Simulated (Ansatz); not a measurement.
C2H3BO (`B1C=CO1`). Total charge 0; spin multiplicity 1.

Cartesian coordinates in Å:
```
B -0.631 -0.021 -0.768
C 0.723 -0.477 -0.218
C 0.325 0.469 0.654
O -0.656 1.198 -0.017
H -1.580 -0.499 -1.303
H 1.352 -1.337 -0.063
H 0.468 0.667 1.715
```

Q: Give the diagnostics of a CCSD(T)/def2-TZVPP run (frozen core, Ansatz 0.2.0). (Best estimate.)

A: Computed: T1 = 0.0149, largest single amplitude 0.019, largest double 0.026, (T) share of the correlation energy 4.5 %, 12 CCSD cycles. The RHF solution is stable towards an unrestricted one. T1 lies under the customary mark of 0.02 for closed shells.
